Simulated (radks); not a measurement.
Results of a calculation; reference values are marked as such.
Effect of the nuclear size on the erbium ion Er3+, [Xe] 4f11. Level of theory: Dirac Kohn-Sham, PBE, spin-unpolarised, spherical densities, finite nucleus; open shells are shared between the two j in proportion to 2j + 1; Fermi nuclear charge, rms radius 5.2516 fm (a radial shooting solver on a logarithmic mesh with Libxc functionals). The rms radius is varied about that value; shifts are against it.

rms radius (fm)	total energy shift (eV)	density at nucleus (e/bohr^3)	1s1/2 shift (meV)	2s1/2 shift (meV)	4p1/2 shift (meV)	5s1/2 shift (meV)	5p1/2 shift (meV)	4f7/2 shift (meV)	6s1/2 (empty) shift (meV)
4.5321	-8.22	9.108e+05	-3370	-450	0.177	-3.80	0.118	0.477	-0.652
4.9102	-4.01	8.899e+05	-1640	-219	0.086	-1.85	0.057	0.233	-0.318
5.2516	0	8.728e+05	0.000	0.000	0.000	0.000	0.000	0.000	0.000
5.7137	5.73	8.517e+05	2350	313	-0.122	2.65	-0.082	-0.332	0.454
6.0603	10.2	8.373e+05	4200	560	-0.217	4.74	-0.147	-0.595	0.812

Slopes of the eigenvalues against <r^2> in GHz/fm^2, as finite differences over the two radii next to the reference (eigenvalue slopes, not the field-shift constants of lines): 1s1/2 113000, 2s1/2 15100, 4p1/2 -5.89, 5s1/2 127, 5p1/2 -3.95, 4f7/2 -16.0, 6s1/2 (empty) 21.9.
